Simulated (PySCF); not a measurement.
Gas-phase reaction: SbCl₃ + 2 O + 2 ClF ⇌ SbCl₅ + 2 FO

Energies from PySCF, thermal terms from the rigid-rotor harmonic-oscillator model, ideal gas at 1 bar. † marks an energy on the PBE0/def2-TZVP geometry and frequencies. MP2 freezes the core. Open shells (unrestricted): O (multiplicity 3, electronic degeneracy 9), FO (multiplicity 2, electronic degeneracy 4); the rest are closed-shell singlets. Spin-orbit splitting is ignored; it lowers the true energy and changes the entropy of O, FO. Sb: scalar-relativistic def2 core potential, no spin-orbit coupling. MP2 isn't extrapolated to the basis-set limit; its ΔH°(298 K) is -224.6 kJ in def2-SVP and -225.3 kJ in def2-TZVPP. The harmonic model lacks anharmonicity and excited electronic states, which grow with temperature; levels with a mode under 35 cm⁻¹ are left out. Soft modes under 120 cm⁻¹ make the harmonic entropy rough for SbCl₃, SbCl₅.

| level | ΔE electronic, kJ | ΔH°(298 K), kJ | ΔS°(298 K), J/K | ΔG°(1800 K), kJ |
|---|---|---|---|---|
| BLYP/def2-TZVP† | -269 | -260 | -259 | 200 |
| MP2/def2-SVP† | -233 | -225 | -259 | 236 |
| PBE0/def2-QZVP† | -266 | -258 | -259 | 203 |
| PBE0/def2-SVP† | -309 | -300 | -259 | 160 |
| r2SCAN/def2-TZVP† | -312 | -304 | -259 | 157 |
ΔH° is lowest at r2SCAN/def2-TZVP† and highest at MP2/def2-SVP†. No reference value is set beside these.
